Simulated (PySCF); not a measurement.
# Fractional electron number in Ti (titanium, neutral)

The 4s beta orbital of [Ar] 3d2 4s2 is emptied in steps (occupation f), with all orbitals relaxed, ending at [Ar] 3d2 4s1. All numbers are calculated (PySCF 2.14, the non-relativistic Hamiltonian (point nucleus), in def2-SVP (5s3p2d1f, 31 functions)). The exact energy is a straight line in f; departures are measured from the line between the end points of the same method.

```csv
f,B3LYP (eV)
1,0.000
0.8,-0.357
0.6,-0.540
0.4,-0.544
0.2,-0.364
0,0.000
```

| method | E(f=0) − E(f=1) (eV) | −ε at f=1 (eV) | −ε at f=0.4 (eV) |
| --- | --- | --- | --- |
| B3LYP | 6.839 | 4.631 | 7.275 |

Orbital energy along the path (eV):

```tsv
f	B3LYP
1	-4.631
0.8	-5.485
0.6	-6.367
0.4	-7.275
0.2	-8.206
0	-8.998
```

Reference removal energy between the ground levels: 6.828 eV (measured; NIST Atomic Spectra Database, ionization energies). The calculation has no spin-orbit coupling.
